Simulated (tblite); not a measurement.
Record of a relaxation.

C5H7N3O.
Bonds: C1–C2, C2–O3 (double), C2–C4, C4–C5 (aromatic), C5–N6 (aromatic), N6–N7 (aromatic), N7–C8, N7–N9 (aromatic), C4–N9 (aromatic). Hydrogens: H10, H11, H12 on C1; H13 on C5; H14, H15, H16 on C8.

Computed with GFN2-xTB (tblite), gas phase: L-BFGS steps from a force-field or distance-geometry start until the largest atomic force falls under 0.01 eV/Å. 9 of its 39 geometries are shown.

Step 0: E = -736.8554 eV, largest atomic force 3.183 eV/Å
```
atom  x, y, z in Å  |  force x, y, z in eV/Å
C1     -2.365   -1.108    0.700   -0.623   0.120  -0.036
C2     -1.971    0.250    0.158   -0.593   0.013   0.206
O3     -2.799    1.119   -0.028    0.199  -0.058  -0.051
C4     -0.553    0.484   -0.113    0.350  -1.062   0.428
C5      0.041    1.654   -0.593    0.326   1.119  -0.516
N6      1.358    1.495   -0.721   -1.326  -2.077   0.923
N7      1.516    0.229   -0.303   -0.087  -0.611   0.256
C8      2.827   -0.377   -0.226   -0.730   0.011  -0.078
N9      0.416   -0.446    0.095    1.047   2.728  -1.263
H10    -3.461   -1.127    0.858    0.542   0.094  -0.122
H11    -1.887   -1.293    1.659    0.189  -0.050  -0.163
H12    -2.112   -1.889   -0.015    0.191   0.056   0.152
H13    -0.429    2.596   -0.859    0.109  -0.456   0.136
H14     3.268   -0.126    0.732    0.228  -0.040   0.137
H15     2.712   -1.457   -0.323    0.014   0.068   0.100
H16     3.432    0.004   -1.036    0.165   0.144  -0.110
```

Step 5: E = -737.0416 eV, largest atomic force 0.123 eV/Å
```
atom  x, y, z in Å  |  force x, y, z in eV/Å
C1     -2.377   -1.103    0.700   -0.003   0.030  -0.004
C2     -1.983    0.248    0.169   -0.051   0.096  -0.058
O3     -2.792    1.127   -0.034   -0.001   0.000   0.009
C4     -0.558    0.478   -0.103    0.007  -0.008  -0.029
C5      0.034    1.659   -0.598   -0.062   0.017   0.032
N6      1.332    1.457   -0.704    0.038  -0.059   0.007
N7      1.512    0.218   -0.299   -0.023  -0.048   0.014
C8      2.814   -0.378   -0.226   -0.110   0.022   0.006
N9      0.428   -0.407    0.068    0.050  -0.049   0.032
H10    -3.453   -1.122    0.853    0.016  -0.018   0.001
H11    -1.869   -1.296    1.640    0.080   0.001   0.026
H12    -2.092   -1.883   -0.002    0.070   0.008  -0.035
H13    -0.425    2.588   -0.858   -0.025   0.021  -0.013
H14     3.281   -0.134    0.729    0.036  -0.011   0.026
H15     2.710   -1.456   -0.314   -0.010  -0.030   0.010
H16     3.430    0.013   -1.032   -0.012   0.029  -0.022
```

Step 10: E = -737.0462 eV, largest atomic force 0.105 eV/Å
```
atom  x, y, z in Å  |  force x, y, z in eV/Å
C1     -2.368   -1.097    0.698    0.018  -0.001  -0.017
C2     -1.990    0.259    0.162    0.030  -0.056   0.064
O3     -2.798    1.138   -0.037   -0.006  -0.015  -0.009
C4     -0.563    0.475   -0.107   -0.019   0.026   0.031
C5      0.030    1.657   -0.594    0.013  -0.007  -0.063
N6      1.329    1.446   -0.700    0.018   0.044   0.018
N7      1.504    0.209   -0.293   -0.012   0.029   0.039
C8      2.806   -0.380   -0.223    0.023  -0.030   0.006
N9      0.421   -0.415    0.073   -0.085   0.053  -0.032
H10    -3.444   -1.130    0.854    0.049  -0.045   0.019
H11    -1.845   -1.290    1.633   -0.011   0.062  -0.043
H12    -2.067   -1.870   -0.007    0.004   0.038  -0.013
H13    -0.430    2.587   -0.860    0.032  -0.064   0.020
H14     3.286   -0.140    0.728   -0.038   0.008   0.006
H15     2.706   -1.460   -0.309    0.008  -0.017  -0.018
H16     3.415    0.020   -1.031   -0.024  -0.025  -0.008
```

Step 14: E = -737.0495 eV, largest atomic force 0.072 eV/Å
```
atom  x, y, z in Å  |  force x, y, z in eV/Å
C1     -2.355   -1.093    0.694   -0.010  -0.014   0.003
C2     -1.995    0.265    0.162   -0.013   0.019  -0.004
O3     -2.805    1.142   -0.038   -0.020  -0.015   0.006
C4     -0.570    0.480   -0.109    0.014   0.016   0.007
C5      0.031    1.654   -0.599   -0.004   0.020   0.009
N6      1.330    1.442   -0.693   -0.001   0.004   0.001
N7      1.497    0.204   -0.281    0.004   0.006  -0.012
C8      2.799   -0.387   -0.219   -0.022  -0.001  -0.001
N9      0.407   -0.414    0.077    0.032   0.001   0.008
H10    -3.427   -1.148    0.859   -0.027  -0.023   0.005
H11    -1.825   -1.272    1.625    0.032  -0.003   0.001
H12    -2.046   -1.853   -0.018    0.020  -0.021  -0.002
H13    -0.431    2.580   -0.860    0.013   0.061  -0.035
H14     3.282   -0.143    0.730   -0.016  -0.017   0.000
H15     2.703   -1.467   -0.310   -0.007  -0.004   0.004
H16     3.397    0.019   -1.033    0.005  -0.029   0.008
```

Step 19: E = -737.0518 eV, largest atomic force 0.070 eV/Å
```
atom  x, y, z in Å  |  force x, y, z in eV/Å
C1     -2.348   -1.095    0.692    0.037   0.013  -0.007
C2     -2.002    0.269    0.161    0.011  -0.012   0.001
O3     -2.819    1.139   -0.036   -0.001  -0.006  -0.002
C4     -0.574    0.492   -0.106   -0.026   0.025  -0.001
C5      0.031    1.665   -0.598    0.006   0.003  -0.007
N6      1.330    1.445   -0.690   -0.001   0.009  -0.028
N7      1.492    0.207   -0.278   -0.023   0.011  -0.001
C8      2.789   -0.395   -0.216   -0.005   0.005  -0.001
N9      0.401   -0.406    0.082   -0.054   0.032  -0.010
H10    -3.419   -1.173    0.865    0.069   0.006  -0.009
H11    -1.800   -1.262    1.617   -0.024  -0.030   0.000
H12    -2.024   -1.849   -0.023   -0.013  -0.007   0.019
H13    -0.420    2.595   -0.874    0.030  -0.044   0.025
H14     3.271   -0.154    0.733    0.016  -0.007   0.015
H15     2.694   -1.474   -0.308   -0.057  -0.005   0.012
H16     3.390    0.004   -1.031    0.033   0.008  -0.006
```

Step 24: E = -737.0543 eV, largest atomic force 0.060 eV/Å
```
atom  x, y, z in Å  |  force x, y, z in eV/Å
C1     -2.326   -1.097    0.688    0.001  -0.018   0.015
C2     -2.007    0.274    0.161    0.005  -0.010   0.003
O3     -2.839    1.131   -0.035    0.001  -0.014   0.002
C4     -0.582    0.514   -0.104    0.022  -0.018  -0.019
C5      0.034    1.678   -0.602    0.002   0.007  -0.018
N6      1.330    1.448   -0.695    0.005  -0.002  -0.002
N7      1.483    0.212   -0.277    0.023  -0.001  -0.008
C8      2.775   -0.402   -0.213    0.007  -0.016   0.012
N9      0.386   -0.390    0.086    0.039  -0.009   0.005
H10    -3.393   -1.196    0.868   -0.021   0.032  -0.005
H11    -1.777   -1.262    1.612    0.019  -0.008   0.013
H12    -2.001   -1.850   -0.026    0.026   0.013  -0.017
H13    -0.403    2.610   -0.884   -0.039   0.045   0.004
H14     3.261   -0.169    0.737   -0.022  -0.001  -0.010
H15     2.663   -1.480   -0.302   -0.026   0.009  -0.001
H16     3.388   -0.012   -1.026   -0.041  -0.012   0.027
```

Step 28: E = -737.0554 eV, largest atomic force 0.038 eV/Å
```
atom  x, y, z in Å  |  force x, y, z in eV/Å
C1     -2.316   -1.100    0.689    0.001   0.012   0.000
C2     -2.006    0.275    0.162    0.012  -0.011  -0.006
O3     -2.845    1.124   -0.034    0.019  -0.006   0.004
C4     -0.583    0.520   -0.107   -0.008   0.001  -0.005
C5      0.034    1.684   -0.608   -0.011  -0.004   0.013
N6      1.331    1.451   -0.699   -0.009   0.020  -0.006
N7      1.482    0.215   -0.277   -0.009   0.020   0.000
C8      2.768   -0.407   -0.210   -0.011   0.007  -0.002
N9      0.385   -0.383    0.087   -0.010   0.015  -0.010
H10    -3.384   -1.199    0.868    0.009   0.002  -0.003
H11    -1.764   -1.265    1.612    0.001  -0.004  -0.007
H12    -1.986   -1.847   -0.030    0.003   0.016   0.008
H13    -0.402    2.621   -0.885    0.002  -0.037   0.008
H14     3.254   -0.176    0.740   -0.006  -0.008   0.027
H15     2.642   -1.483   -0.299    0.001  -0.015   0.005
H16     3.382   -0.021   -1.021    0.015  -0.008  -0.024
```

Step 33: E = -737.0557 eV, largest atomic force 0.021 eV/Å
```
atom  x, y, z in Å  |  force x, y, z in eV/Å
C1     -2.312   -1.100    0.690    0.000  -0.006   0.001
C2     -2.004    0.274    0.162   -0.006  -0.002   0.003
O3     -2.845    1.122   -0.034   -0.002   0.012  -0.001
C4     -0.583    0.522   -0.109    0.002  -0.005  -0.001
C5      0.033    1.686   -0.608    0.003   0.006   0.000
N6      1.330    1.455   -0.700    0.003  -0.001   0.007
N7      1.481    0.219   -0.278    0.007  -0.007  -0.009
C8      2.765   -0.407   -0.209    0.012  -0.007   0.001
N9      0.384   -0.381    0.085    0.003  -0.004   0.000
H10    -3.379   -1.200    0.868    0.000  -0.003   0.002
H11    -1.759   -1.266    1.611    0.001   0.005   0.000
H12    -1.980   -1.844   -0.030    0.001  -0.001  -0.003
H13    -0.404    2.621   -0.885   -0.018   0.010  -0.004
H14     3.249   -0.181    0.744   -0.002   0.004  -0.008
H15     2.635   -1.484   -0.297   -0.007   0.005   0.000
H16     3.382   -0.027   -1.021    0.003  -0.006   0.012
```

Step 38: E = -737.0558 eV, largest atomic force 0.008 eV/Å
```
atom  x, y, z in Å  |  force x, y, z in eV/Å
C1     -2.311   -1.100    0.690   -0.001   0.003  -0.001
C2     -2.004    0.275    0.162    0.002   0.002  -0.004
O3     -2.844    1.123   -0.033    0.000  -0.003   0.005
C4     -0.583    0.522   -0.109    0.000   0.000  -0.001
C5      0.032    1.687   -0.607   -0.001  -0.003   0.001
N6      1.329    1.457   -0.699   -0.002   0.000  -0.005
N7      1.481    0.220   -0.279   -0.002   0.004   0.002
C8      2.765   -0.408   -0.209   -0.006   0.003   0.000
N9      0.385   -0.381    0.083    0.001  -0.001  -0.005
H10    -3.377   -1.202    0.868   -0.002  -0.003   0.001
H11    -1.758   -1.265    1.611    0.001   0.003  -0.001
H12    -1.978   -1.844   -0.031   -0.001   0.000   0.001
H13    -0.408    2.620   -0.885    0.005  -0.004   0.005
H14     3.247   -0.181    0.744    0.001   0.001   0.000
H15     2.632   -1.484   -0.296    0.000  -0.001   0.002
H16     3.385   -0.030   -1.020    0.003  -0.001   0.001
```

Q: Summarise the path.

A: The energy falls by 0.2004 eV from step 0 to step 38; nine tenths of that is first reached at step 4. It falls at every step. The largest force goes from 3.183 to 0.008 eV/Å. Among the bonds N7–N9 changes most, from 1.350 to 1.301 Å; the atoms move by 0.077 Å rms after alignment.

Q: Follow the three bonds and two angles with the largest change from start to end.

A: 
| step | E above end (eV) | largest force (eV/Å) | N7–N9 (Å) | N6–N7 (Å) | C4–N9 (Å) | C4–N9–N7 (°) | C5–N6–N7 (°) |
| --- | --- | --- | --- | --- | --- | --- | --- |
| 0 | 0.2004 | 3.183 | 1.350 | 1.342 | 1.360 | 101.2 | 101.4 |
| 2 | 0.0234 | 0.387 | 1.301 | 1.316 | 1.337 | 105.0 | 104.8 |
| 3 | 0.0203 | 0.222 | 1.302 | 1.313 | 1.340 | 105.0 | 104.7 |
| 5 | 0.0142 | 0.123 | 1.304 | 1.316 | 1.336 | 105.1 | 104.8 |
| 7 | 0.0124 | 0.065 | 1.304 | 1.315 | 1.337 | 104.9 | 104.8 |
| 8 | 0.0117 | 0.077 | 1.303 | 1.315 | 1.338 | 104.9 | 104.8 |
| 10 | 0.0096 | 0.105 | 1.303 | 1.314 | 1.339 | 104.8 | 104.9 |
| 12 | 0.0073 | 0.059 | 1.303 | 1.315 | 1.338 | 104.8 | 104.8 |
| 13 | 0.0067 | 0.058 | 1.303 | 1.315 | 1.338 | 104.8 | 104.8 |
| 15 | 0.0060 | 0.063 | 1.303 | 1.315 | 1.338 | 104.8 | 104.7 |
| 17 | 0.0052 | 0.058 | 1.302 | 1.315 | 1.338 | 104.8 | 104.8 |
| 18 | 0.0046 | 0.072 | 1.302 | 1.315 | 1.339 | 104.8 | 104.8 |
| 20 | 0.0034 | 0.058 | 1.302 | 1.315 | 1.339 | 104.9 | 104.9 |
| 21 | 0.0030 | 0.055 | 1.303 | 1.315 | 1.338 | 105.0 | 104.9 |
| 23 | 0.0020 | 0.065 | 1.303 | 1.315 | 1.338 | 105.0 | 104.8 |
| 25 | 0.0012 | 0.037 | 1.302 | 1.314 | 1.338 | 105.0 | 104.8 |
| 26 | 0.0009 | 0.045 | 1.302 | 1.314 | 1.338 | 104.9 | 104.9 |
| 28 | 0.0004 | 0.038 | 1.301 | 1.315 | 1.338 | 105.0 | 104.9 |
| 30 | 0.0002 | 0.019 | 1.301 | 1.315 | 1.338 | 105.0 | 104.8 |
| 31 | 0.0002 | 0.018 | 1.301 | 1.315 | 1.338 | 105.0 | 104.8 |
| 33 | 0.0001 | 0.021 | 1.301 | 1.315 | 1.337 | 105.0 | 104.8 |
| 35 | 0.0000 | 0.011 | 1.301 | 1.315 | 1.337 | 105.0 | 104.8 |
| 36 | 0.0000 | 0.011 | 1.301 | 1.315 | 1.337 | 105.0 | 104.8 |
| 38 | 0.0000 | 0.008 | 1.301 | 1.315 | 1.337 | 105.0 | 104.8 |

The cost below is that of the whole relaxation. On one thread of an Arm Neoverse V1, shared host with 32 logical CPUs at a one-minute load of 12, this took 0.22 s of wall time.
